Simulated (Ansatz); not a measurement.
## CH3BBrMg: where a starting geometry ends

The starting geometry of this gas-phase doublet was optimised with GFN2-xTB; its bonds are those of `B[CH][Mg][Br]`.

```xyz
7

C    -0.5443   -0.0680    2.6496
B     0.1230   -1.2806    2.2081
Br    2.5284    2.7893    2.7343
Mg    0.8004    1.3119    3.4147
H     1.2106   -1.2788    1.7326
H    -0.4117   -2.3178    2.3850
H    -1.5973    0.1803    2.6305
```

Question: Predict what it relaxes into with r2SCAN-D4/def2-SVP.

Answer: A new bond forms, giving a structure with H5 bridging Mg4 and B2, given below by its coordinates. Distances that change by over a tenth: Mg4–H5 (3.12 → 2.22 Å). Contacts that close: B2–Mg4 (2.94 → 2.38 Å).

The energy falls by 0.37 eV over 19 steps:

```json
{"step": "1", "E − E(last) (eV)": "0.373"}
{"step": "3", "E − E(last) (eV)": "0.131"}
{"step": "5", "E − E(last) (eV)": "0.067"}
{"step": "7", "E − E(last) (eV)": "0.038"}
{"step": "9", "E − E(last) (eV)": "0.036"}
{"step": "11", "E − E(last) (eV)": "0.035"}
{"step": "13", "E − E(last) (eV)": "0.019"}
{"step": "15", "E − E(last) (eV)": "0.001"}
{"step": "17", "E − E(last) (eV)": "0.001"}
{"step": "19", "E − E(last) (eV)": "0.000"}
```

Final geometry (Å):

```tsv
atom	x (Å)	y (Å)	z (Å)
C	-0.8632	-0.0771	2.4474
B	0.0845	-1.1608	2.2525
Br	2.6476	2.5936	3.1053
Mg	0.9634	0.9790	2.8003
H	1.1558	-0.9236	1.6652
H	0.0278	-2.2334	2.8225
H	-1.9068	0.1586	2.6616
```

Frequencies at the end are all real (lowest 93 cm⁻¹). Open shells are spin-unrestricted. Run with Ansatz 0.2.0, 2.5 min on 2 threads of Arm Neoverse V1 (shared host).
